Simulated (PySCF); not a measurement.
Numbering as in the mapped SMILES `[CH3:1][O:2][C:3]([SiH3:4])([SiH3:5])[C:6]([F:7])([F:8])[F:9]` (H(Xn): hydrogen on atom n).

One averaged value for each set of equivalent atoms, no relativistic terms, a single conformation, in vacuum. Geometry: GFN2-xTB; GIAO PBE0/pcSseg-1 shieldings; PySCF.

List the cross peaks expected in HSQC, COSY and HMBC spectra.

Answers



HSQC (one-bond C–H):
```
          δH         δC
3.74 (H(C1))  60.4 (C1)
```

HMBC (two and three bonds, from the bond graph):
```
                  δH                     δC
4.13 (H(Si4)/H(Si5))  138.0 (C6), 69.5 (C3)
        3.74 (H(C1))              69.5 (C3)
```

No COSY cross peaks are expected.

Shifts are taken against calculated references (same method and geometry level): ¹H (31.72 ppm) and ¹³C (186.93 ppm) vs TMS.

Short H···H contacts in this conformer between protons four or more bonds apart (candidates for NOE cross peaks, intensity ∝ r⁻⁶): H(C1)···H(Si5) 2.61 Å.

Shifts are as computed. Against solution values, carbons near 30 ppm lie about +3 ppm off and those near 130 ppm about +5 ppm. Of 1211 compounds with measured shifts, 218 miss one by over three times the rms of a fit or turn the order of signals round; such compounds aren't used in these exercises.
